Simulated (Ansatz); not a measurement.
Input and output for FH₃MoN₂O (`[NH]=[Mo](=[NH])([OH])[F]`).

```yaml
crystal:
  periodic: [false, false, false]
  atoms:
    - {symbol: N, position_ang: [-1.085994, 0.965999, 0.449999]}
    - {symbol: Mo, position_ang: [-0.010643, -0.088461, -0.351515]}
    - {symbol: N, position_ang: [1.713465, 0.115061, -0.028906]}
    - {symbol: O, position_ang: [-0.245999, -1.611558, -0.232572]}
    - {symbol: F, position_ang: [0.074175, 0.890437, -2.210527]}
    - {symbol: H, position_ang: [-1.089420, 1.646140, 1.242393]}
    - {symbol: H, position_ang: [2.041421, 0.447669, 1.234597]}
    - {symbol: H, position_ang: [-1.244423, -2.211800, -0.265344]}
basis:
  gaussian: {orbitals: def2-mTZVP}
hamiltonian: {xc: {name: PBE0}}
```

```sh
$ ansatz run in.yaml --threads 4 --pin off --events-out ev --progress --plain --max-ram 10444MiB
```

It prints (some lines left out):

```
Functional definition: PBE0
1081 factors; their error is unknown
mean field evaluation 1: about -9617.9149 eV, gradient 1.1e2 eV
mean field evaluation 2: about -9474.5176 eV, gradient 2.7e2 eV
mean field evaluation 4: about -9638.0011 eV, gradient 2.7e1 eV
mean field evaluation 8: about -9639.2899 eV, gradient 7.5e-1 eV
mean field evaluation 16: about -9639.3705 eV, gradient 1.0e-3 eV
mean field -9639.37050157 eV, -354.2403321329 hartree, gradient 7.8e-5 eV, S^2 0.000000; 0 other end points of the search recorded, 0 dependent functions left out
reference -9639.37055510 eV, -354.2403340999 hartree; 24, 24 occupied and 99, 99 virtual orbitals, 1081 factors
Total energy: -9639.37055510 eV, -354.2403340999 hartree
```

Run time 0.7 s (4 threads of an Intel Xeon 6975P-C on a shared host); peak host memory 0.26 GiB.
